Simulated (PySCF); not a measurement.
Broadened absorption spectrum of C5H8P2Si

Compound: C5H8P2Si.
Atom-mapped SMILES: `[CH3:1][c:2]1[cH:3][p:4][cH:5][p:6][c:7]1[SiH3:8]` (hydrogens: H9, H10, H11 on C1; H12 on C3; H13 on C5; H14, H15, H16 on Si8)

Computed with TDDFT CAM-B3LYP/def2-SVPD, vertical, gas phase, core orbitals frozen in the response (PySCF 2.14.0, density-fitted response routines). Isolated species at its GFN2-xTB geometry, gas phase.

Computed states:

```json
{"state": "S1", "E (eV)": "4.08", "f": "0.017"}
{"state": "S2", "E (eV)": "4.23", "f": "0.0061"}
{"state": "S3", "E (eV)": "4.42", "f": "0.0005"}
{"state": "S4", "E (eV)": "4.63", "f": "0.098"}
{"state": "S5", "E (eV)": "4.96", "f": "0.0009"}
{"state": "S6", "E (eV)": "5.31", "f": "0.0056"}
{"state": "S7", "E (eV)": "5.45", "f": "0.314"}
{"state": "S8", "E (eV)": "5.53", "f": "0.361"}
```

Each state is given a Gaussian of 0.25 eV full width at half maximum, with ε(max) = 2.175×10⁸ f / Δν̃ (Δν̃ the width in cm⁻¹). The width is an assumption, not a result. The curve ends short of the highest state used, and states not computed would add to its high-energy end.

Question: What does the envelope look like, and where are its maxima?

Answer: 
```csv
E (eV),ε (L mol⁻¹ cm⁻¹)
3.71,4
3.76,18
3.82,86
3.87,249
3.92,580
3.98,1202
4.03,1755
4.08,2105
4.14,2076
4.19,1744
4.24,1308
4.30,870
4.35,770
4.40,1189
4.45,2482
4.51,5389
4.56,8299
4.61,10293
4.67,9963
4.72,7606
4.77,4663
4.83,1965
4.88,793
4.93,311
```

Maxima: 302 nm (4.11 eV), ε about 2200, made up of S1 (85%) and S2 (15%); 268 nm (4.63 eV), ε about 11000, made up of S4 (100%) (ε in L mol⁻¹ cm⁻¹; maxima over ε = 5, shares over 10%).

Question: On this curve, what absorbance would a 10⁻⁴ mol/L sample give at 254 nm over a 1 cm path?

Answer: 254 nm is 4.881 eV, where ε is about 770 L mol⁻¹ cm⁻¹, so A = ε c l ≈ 0.077 (Beer–Lambert, with the gas-phase spectrum and the assumed width).

Question: What would ε be at 4.63 eV, the highest of these maxima, with half the width (0.125 eV)?

Answer: About 21000 L mol⁻¹ cm⁻¹ against 10600, a factor of about 1.99; a lone state at its own centre would give exactly 2.

Question: Coming from long wavelengths, where does ε first pass 100 L mol⁻¹ cm⁻¹?

Answer: At about 324 nm (3.83 eV), 0.26 eV below S1.

Time: 57 s; peak memory 1.1 GiB. Hardware: one thread of an Arm Neoverse V1, shared host with 64 logical CPUs at a one-minute load of 52.
